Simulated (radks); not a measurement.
Spherical quantum dot in the effective-mass picture: electrons in a parabolic well V = omega^2 r^2 / 2 with omega = 2.8, with a point charge +1 (a donor) at the centre, all in effective atomic units (hartree* = m*/eps^2 hartree, bohr* = eps/m* bohr), one dielectric constant everywhere. Method: non-relativistic Kohn-Sham, exchange-only LDA, spin-polarised, spherical densities; computed with a radial shooting solver with Libxc functionals. Levels are named by radial order and angular momentum (1s, 1p, 1d, 2s, ...), and open shells are averaged over m. Results are scaled to m* = 0.055 and eps = 7.7, for which hartree* = 25.24 meV and bohr* = 7.408 nm.

N = 24, configuration 1s2 1p6 1d10 2s2 1f(up 4, down 0). This is the lowest configuration that the search found. Occupied and some empty levels:

level,occupation,eigenvalue (meV),<r> (nm)
1s up,1,552.17,5.938
1s down,1,553.24,5.870
1p up,3,601.00,8.311
1p down,3,603.13,8.257
2s up,1,641.36,8.583
2s down,1,643.48,8.601
1d up,5,646.59,9.758
1d down,5,649.29,9.728
1f up,4,694.28,10.87
1f down,0,697.24,10.86
2p up,0,700.11,9.758
2p down,0,702.14,9.776
1g up,0,744.47,11.80
1g down,0,747.52,11.80
2d up,0,755.01,10.85
2d down,0,757.09,10.86

Energy (meV): total 10147.2, kinetic 1904.2, external 3426.7, Hartree 5259.8, exchange-correlation -443.56.
